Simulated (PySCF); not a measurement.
## BiC⁺ at PBE

Computed with PBE; basis Bi cc-pVDZ-PP with ECP60, C cc-pVDZ; scalar-relativistic core potentials; PySCF 2.14.

| Item | Value |
| --- | --- |
| state | ³Π (triplet), unpaired electrons σ ↑, π ↑ |
| bond length | 207.4 pm |
| harmonic wavenumber | 650 cm⁻¹ |
| force constant | 2.83 mdyn/Å |
| rotational constant Be | 0.3454 cm⁻¹ |
| anharmonicity ωexe | 4.71 cm⁻¹ |
| vibration–rotation constant αe | 0.00276 cm⁻¹ |
| bond order (Mayer) | 2.16 |
| dipole moment (positive dipole points towards C; it is taken about the centre of mass and depends on that origin) | -0.42 D |

Spin–orbit coupling is left out, which matters for elements this heavy, above all for dissociation energies. The state was picked by a PBE0 search and need not be the measured ground state.
